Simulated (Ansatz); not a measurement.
Computed with Ansatz on PBE0-D4/def2-TZVP structures; ΔE is electronic, products minus reactants. CCSD(T)/CBS adds triple-zeta CCSD(T) − MP2 to the extrapolated MP2 energy (def2 sets, frozen cores). Functionals use def2-TZVPP. B3LYP here is the variant with VWN-RPA as its local correlation; programs differ in this. Elements past krypton have def2 core potentials. For I outer-core shells are correlated without core-valence functions, which leaves a few kJ/mol of doubt a bond. Each species was taken in one conformer, which may not be the lowest.

Consider the formal exchange of groups at the Si–N bond: `N[SiH](O)[SiH2]F` + `CC(F)I` → `O[SiH](I)[SiH2]F` + `CC(N)F`.

Is it downhill or uphill in electronic energy at CCSD(T)/CBS, and by how much? (Best estimate.)

Computed: Downhill: ΔE = -50.3 kJ/mol.

What do these levels give: PBE0-D4, B3LYP-D4, ωB97X-V, ωB97M-V, B3LYP, MP2/def2-TZVPP, CCSD/def2-TZVPP, CCSD(T)/def2-TZVPP, HF/def2-QZVPP, SCS-MP2/def2-QZVPP, HF/CBS(def2), CCSD/CBS(def2)? (An estimate is asked.)

Computed: PBE0-D4 -59.5, B3LYP-D4 -50.1, ωB97X-V -56.4, ωB97M-V -53.3, B3LYP -49.9, MP2/def2-TZVPP -51.2, CCSD/def2-TZVPP -52.4, CCSD(T)/def2-TZVPP -49.7, HF/def2-QZVPP -65.5, SCS-MP2/def2-QZVPP -49.4, HF/CBS(def2) -65.3, CCSD/CBS(def2) -52.9 kJ/mol.

Largest T1 diagnostic among the species: 0.012.

In def2-TZVPP, CCSD(T) changes the Hartree–Fock value by +17.0 kJ/mol (the triples alone add +2.6 kJ/mol) and MP2 by +15.6 kJ/mol. From PBE to PBE0 (25 % exact exchange), in def2-TZVPP and without D4, ΔE moves by −6.8 kJ/mol.
